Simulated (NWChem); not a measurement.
## Correlation energy of HO3S

```
S
O 1 1.4847
O 1 1.4944 2 123.19
O 1 1.6895 2 104.87 3 123.15
H 4 0.9841 1 105.60 2 -161.36
```
Charge 0, spin multiplicity 2.

All runs are NWChem calculations. Structure: optimised with UPBE/def2-SVP, a minimum by its harmonic frequencies. It is one conformer; others weren't searched.

Basis set: def2-SVP. Each correlation energy counts from its own Hartree-Fock reference.

| method | correlation energy (mHa) |
|---|---|
| UMP2 | -701.3 |
| CCSD[T] on ROHF | -746.9 |
| CCSD on ROHF | -717.2 |
| SCS-UMP2 | -671.2 |
| CCSD(T) on ROHF | -743.6 |

The values span 75.7 mHa, from CCSD[T] on ROHF (lowest) to SCS-UMP2 (highest). 

The correlated methods keep 8 core orbitals frozen. The structure started from a generated list of species. The stability of the SCF solutions was not checked. Open-shell Hartree-Fock references start from PBE0 orbitals. Coupled-cluster values serve here as a point of comparison, not as the truth.
